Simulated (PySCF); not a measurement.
B97-3 on S⁻ (sulfur, charge -1), [Ne] 3s2 3p5, 2P determinant. All numbers are calculated (PySCF 2.14, the spin-free X2C one-electron Hamiltonian (Gaussian nucleus), in dyall-av3z (19s12p3d2f, 84 functions)).

```
cycle= 1 E= -399.246406552637  delta_E= -0.00759  |g|= 0.0188  |ddm|= 0.104
cycle= 2 E= -399.246485973949  delta_E= -7.94e-05  |g|= 0.0166  |ddm|= 0.0329
cycle= 3 E= -399.246648510498  delta_E= -0.000163  |g|= 0.00338  |ddm|= 0.0175
cycle= 4 E= -399.246654456426  delta_E= -5.95e-06  |g|= 0.000626  |ddm|= 0.00288
cycle= 5 E= -399.246654891609  delta_E= -4.35e-07  |g|= 0.000136  |ddm|= 0.00103
cycle= 6 E= -399.2466549165  delta_E= -2.49e-08  |g|= 2.29e-05  |ddm|= 0.00027
cycle= 7 E= -399.246654917127  delta_E= -6.28e-10  |g|= 1.56e-06  |ddm|= 5.23e-05
converged SCF energy = -399.246654917127  <S^2> = 0.75433951  2S+1 = 2.0043348
```

Highest occupied orbital energy: 0.078 eV; ⟨L²⟩ = 2.03; populations by l: s 6.00, p 11.00, d 0.00, f 0.00.

Q: Can this result be used?

A: With care. Self-consistency was reached. At B97-3 the highest occupied level has a positive energy, so only the finite basis holds that electron; in a semilocal or global hybrid functional this comes from self-interaction and does not mean that the real anion is unbound.
